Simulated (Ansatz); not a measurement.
BPH₃F₃⁺, that is B(PF3)H3 with one electron fewer. The state is a doublet with charge 1. Geometry B3LYP-D4/def2-SVP; atoms count from 1.

Cartesian coordinates in Å:
```
B -0.749 -0.539 0.327
P 0.774 0.387 -0.348
F 1.834 -0.592 -0.893
F 1.514 1.246 0.700
F 0.470 1.351 -1.515
H -1.807 -0.056 0.857
H -0.530 -0.955 1.457
H -1.506 -0.842 -0.585
```

Question: Estimate the Mulliken populations from the PBE0/def2-TZVP orbitals of Ansatz.

Answer: 
```csv
atom,charge (e),spin (α − β)
B1,-0.45,0.51
P2,1.00,0.03
F3,-0.11,0.00
F4,-0.11,0.01
F5,-0.11,0.01
H6,0.32,0.27
H7,0.23,0.09
H8,0.23,0.09
```
Mulliken values depend strongly on the basis.

Question: Where does the spin sit?

Answer: Summed by element: B 0.51, P 0.03, F 0.02, H 0.45, of 1 unpaired in all. Largest on single atoms: B1 0.51, H6 0.27, H8 0.09.

Question: And the Mayer bond orders between heavy atoms (over 0.3)?

Answer: B1–P2 0.95 (1.91 Å); P2–F3 1.30 (1.54 Å); P2–F4 1.29 (1.54 Å); P2–F5 1.29 (1.54 Å).
